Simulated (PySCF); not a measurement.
# `ClC(Cl)C(Cl)(Cl)Cl`, C2HCl5

Geometry:
```csv
atom,x (Å),y (Å),z (Å)
Cl1,1.050,-1.779,0.744
C2,0.800,-0.226,-0.055
Cl3,1.891,1.000,0.595
C4,-0.676,0.226,0.051
Cl5,-1.148,0.458,1.732
Cl6,-0.861,1.742,-0.854
Cl7,-1.694,-1.015,-0.708
H8,1.028,-0.352,-1.122
```

Computed with PySCF 2.14.0, quadratic response CAM-B3LYP/def2-TZVPD first hyperpolarisability, Taylor convention, gas phase. Geometry: PBE0-D3(BJ)/def2-SVP.

Give the tensor of the second harmonic β(−2ω;ω,ω) at 1064 nm in the axes of these coordinates.

In au, Taylor convention; rows are the first index (the induced dipole):
```tsv
	xx	yy	zz	xy	xz	yz
x	-0.8	-1.2	-0.9	-0.8	0.0	+1.8
y	-0.7	+2.1	+1.0	-1.0	+1.8	+5.2
z	-0.2	+5.2	+26.1	+1.8	-0.6	+0.9
```
Norm of βᵢ = ⅓ Σⱼ (βᵢⱼⱼ + βⱼᵢⱼ + βⱼⱼᵢ): 31.4 au, hyper-Rayleigh value 12.3 au.
